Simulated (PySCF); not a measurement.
Below is a simulated gas-phase C 1s photoelectron spectrum of 4-cyclopentene-1,3-dione (`O=C1C=CC(=O)C1`).

Every computed line was given a Gaussian of 0.7 eV full width at half maximum and an area set by the number of equivalent atoms; the highest printed point is 100. Method: delta-SCF UKS SCAN, pcX-2 on the ionised atom, pcseg-1 elsewhere, spin-free X2C (PySCF).

(binding energy (eV), intensity): (290.6, 0), (290.7, 1), (290.8, 2), (290.9, 5), (291.0, 11), (291.1, 21), (291.2, 36), (291.3, 55), (291.4, 75), (291.5, 91), (291.6, 100), (291.7, 98), (291.8, 86), (291.9, 68), (292.0, 48), (292.1, 30), (292.2, 17), (292.3, 9), (292.4, 4), (292.5, 2), (292.6, 1), (292.7, 0), (292.8, 0), (292.9, 0), (293.0, 1), (293.1, 2), (293.2, 4), (293.3, 9), (293.4, 17), (293.5, 28), (293.6, 41), (293.7, 55), (293.8, 65), (293.9, 68), (294.0, 64), (294.1, 54), (294.2, 41), (294.3, 27), (294.4, 16), (294.5, 9), (294.6, 4), (294.7, 2), (294.8, 1), (294.9, 0)

Count the maxima, the lines and the sites behind this envelope.

The curve has 2 maxima (at 291.6 and 293.9 eV). Under it lie 3 lines from 3 inequivalent carbon sites. At this width some lines have no maximum of their own.

Decompose the envelope and assign each component. Numbering: `[O:1]=[C:2]1[CH:3]=[CH:4][C:5](=[O:6])[CH2:7]1`.

| position (eV) | relative area | line | atoms | environment |
| --- | --- | --- | --- | --- |
| 291.55 | 1 | C 1s | C7 | sp3 carbon next to a carbonyl |
| 291.67 | 2 | C 1s | C3/C4 | alkene CH carbon |
| 293.90 | 2 | C 1s | C2/C5 | ketone carbonyl carbon |

The listed C 1s values span 2.35 eV, from C7 (bonded to 2 C and 2 H) to C2/C5 (bonded to O (double bond) and 2 C). The widest gap between neighbouring values is 2.23 eV, between 291.67 and 293.90 eV. Summing the Pauling electronegativity differences to the bonded atoms, each weighted by its formal bond order, gives -0.70 for the lowest site and +1.78 for the highest; no listed site has a larger sum than the highest.

No satellites, vibrations or lifetime broadening are included. Atoms equivalent by their bonding share one computed value, that of the first of them. Isolated species at its PBE0-D3(BJ)/def2-SVP geometry, gas phase.

Hardware: one thread of an x86-64 server (shared host). Cost: 25 s of wall time.
